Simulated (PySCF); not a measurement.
Homolysis of single bonds, series silaethenyl-X. Gas-phase values, no solvent. One relaxed conformer stands for each flexible species; it need not be the lowest. Strings in code marks are SMILES.

The four lowest singlet excitations (Tamm–Dancoff). These are ωB97X-D3(BJ)/def2-TZVP // PBE0-D3(BJ)/def2-TZVP (PySCF 2.14.0) values and carry that method's errors. Excitations are Tamm–Dancoff values on a coarser integration grid. The basis has no diffuse functions, so Rydberg states are missing or too high.

| state | energy (eV) | wavelength (nm) | oscillator strength |
|---|---|---|---|
| S1 | 5.74 | 216 | 0.344 |
| S2 | 6.37 | 195 | 0.102 |
| S3 | 6.67 | 186 | 0.001 |
| S4 | 7.08 | 175 | 0.000 |

**Question.** Which member gives these states?
A) `C=[SiH]OC` (C–Si–O–C torsion 0°)
B) `C=[SiH]C(=O)O` (C–Si–C–O torsion 0°, Si–C–O–H torsion -180°)
C) `C=[SiH]CC` (C–Si–C–C torsion 1°)
D) `C=[SiH]C(C)=O` (C–Si–C–O torsion 0°)

**Answer.** C, `C=[SiH]CC` (C–Si–C–C torsion 1°)
